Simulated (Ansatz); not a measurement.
```xyz
3

F    -0.2482    1.7246   -1.0084
B    -0.1045    0.5088   -0.6245
O     0.0645   -0.9209   -0.1731
```

Basis set: cc-pVDZ (spherical functions). Frozen core: 3 orbitals. Charge 0, multiplicity 1.

Computed with Ansatz (development build ahead of 0.2.0); the reference of a correlated method needn't be the lowest determinant of its kind. Restricted open shells among the atoms or ions are ROHF, correlated in semicanonical orbitals with singles.

Give the atomization energy at this shape (free ground-state atoms in the same class of orbitals less the molecule, no zero-point energy) of singlet BOF by RHF-CCSD(T), RHF-CCSD.

```
     method  atomization energy
RHF-CCSD(T)     278.43 kcal/mol
   RHF-CCSD     268.91 kcal/mol
```

Caution: large amplitudes, a single reference is doubtful; no unrestricted run beside it, a lower state can exist; the reference determinant was not shown to be the lowest.
